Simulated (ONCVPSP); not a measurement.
**Logarithmic derivatives: barium (Ba), ONCV**

```
Element                 : barium (Ba)
Generator               : ONCVPSP 4.0.1
Type                    : optimised norm-conserving Vanderbilt (ONCV)
Functional              : LDA (Perdew-Wang 92)
Relativity              : fully relativistic
Frozen core             : [Kr] 4d10 5s2
Valence charge          : 8
Reference configuration : 5p6 5d1 6s1
Partial waves           : 6s: rc 3.75 bohr, ncon 4, nbas 9, qcut 1.6 1/bohr, 1 projector; 5p: rc 2.05 bohr, ncon 4, nbas 8, qcut 4.2 1/bohr, 2 projectors, debl 0.8 Ha; 5d: rc 3.60 bohr, ncon 3, nbas 7, qcut 4.5 1/bohr, 1 projector
Local potential         : polynomial inside 1.75 bohr (lpopt 5, dvloc0 0 Ha)
Core correction         : polynomial model core, fcfact 0.3
```

Open shells are filled in proportion to 2j + 1.

The phase is arctan(r·R′/R) of the radial function R(r), unwrapped; energies in Ha, scanned from -2 to 5 Ha. A pole is an energy at which the radial function vanishes at the test radius. The pseudo phase is shifted by a multiple of π to meet the all-electron one at the reference energy, and phase errors are pseudo minus all-electron; the curves can meet again beyond the range given. Levels narrower than the energy grid can be missing from the lists of poles.

**Question.** For each channel, where are the poles, and over which energies does the pseudopotential scatter like the atom?

**Answer.**

```tsv
channel	radius (bohr)	reference energy (Ha)	poles, all-electron	poles, pseudo	unbroken range about the reference energy with phases within 0.05 rad	phase error 1 Ha above the reference energy (rad)
s	3.81	-0.11	-1.18, 0.60, 2.94	0.11, 0.76, 2.94	-1.1 to 0.0	-3.083
p3/2	2.08	-0.63	0.64	0.64	below 2.7	-0.000
p1/2	2.08	-0.70	0.42	0.42	below 2.6	-0.000
d5/2	3.65	-0.05	0.21, 1.98, 4.76	0.21, 1.78, 3.65	below 0.7	-0.162
d3/2	3.65	-0.06	0.20, 1.95, 4.72	0.20, 1.78, 3.68	below 0.7	-0.122
```

Note: ghosts flagged at negative energy: s at -104.6 eV; GHOST(+) flagged for s at 3.7 eV. A true bound ghost makes a file unfit for plane-wave use.

Phases in the p3/2 channel:

```tsv
E (Ha)	all-electron	pseudo
-1.98	1.008	1.007
-1.62	0.756	0.755
-1.26	0.150	0.150
-0.90	-0.726	-0.726
-0.54	-1.175	-1.175
-0.18	-1.372	-1.372
0.18	-1.480	-1.480
0.54	-1.553	-1.553
0.90	-1.611	-1.611
1.26	-1.663	-1.663
1.62	-1.718	-1.720
1.98	-1.785	-1.789
2.34	-1.880	-1.894
2.70	-2.045	-2.094
3.06	-2.410	-2.630
3.42	-3.250	-3.723
3.78	-3.989	-4.263
4.14	-4.289	-4.466
4.50	-4.429	-4.576
4.86	-4.508	-4.657
```
